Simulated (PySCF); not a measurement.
C₆ coefficients of unlike pairs at PBE0

Calculated with PySCF 2.14 from the dipole response of each species, C₆(A,B) = (3/π) ∫ α_A(iu) α_B(iu) du, in atomic units, from isotropic polarisabilities. For ions this is the dispersion term alone; charge-induced terms of lower order in 1/R come first.

```tsv
species	configuration	basis	relativity	α (bohr³)	C₆ (like pair)
Hg³⁺	[Xe] 4f14 5d9 (2D)	aug-cc-pVTZ-PP with ECP60MDF (6s6p5d3f2g)	core potential	5.624	32.35
Ag²⁺	[Kr] 4d9 (2D)	aug-cc-pVTZ-PP with one added diffuse shell each of s, p, d, f, g type with ECP28MDF (7s7p6d4f3g)	core potential	6.041	31.11
Tc⁺	[Kr] 4d5 5s1 (7S)	x2c-TZVPPall with one added diffuse shell each of s, p, d, f type (9s7p7d3f1g)	spin-free X2C	35.78	263.7
```

Q: Estimate C₆ for Tc⁺ with Ag²⁺.

A: The integral gives 78.35. The combination rule 2 C_A C_B / (C_A α_B/α_A + C_B α_A/α_B) gives 71.71 and the geometric mean 90.56.

No spin-orbit coupling is included.

The other pairs:

```csv
pair,C₆
"Tc⁺, Hg³⁺",77.10
"Ag²⁺, Hg³⁺",31.65
```
